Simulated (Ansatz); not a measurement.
Basis-set extrapolation for CH₃F₂NOSi, SMILES `O[SiH]1NC1(F)F` (PBE0-D4/def2-TZVP geometry, frozen core, the Gaussian-basis code of Ansatz). Multiplicity 1, RHF reference.

```json
{"": "HF", "def2-TZVPP": "-656.932682", "def2-QZVPP": "-656.958661"}
{"": "MP2 correlation", "def2-TZVPP": "-1.212062", "def2-QZVPP": "-1.315172"}
{"": "CCSD(T) correlation", "def2-TZVPP": "-1.273434", "def2-QZVPP": "not run"}
```

Energies in hartree. Use E(X) = E(∞) + A·exp(−7.88·√X) for Hartree–Fock and E(X) = E(∞) + B·X^(−2.97) for correlation, with X = 3 and 4, and add CCSD(T) minus MP2 of the smaller set to the MP2 limit.

Question: What is the CCSD(T) energy at the basis-set limit?

Answer: HF limit: -656.958661 + (-0.025979) × 0.13774 = -656.96224. MP2 limit: -1.315172 + (-0.103110) × 0.74074 = -1.39155. Higher-order term: -1.273434 − (-1.212062) = -0.06137. Total: -658.41516 hartree, 5.69 eV below CCSD(T)/def2-TZVPP.
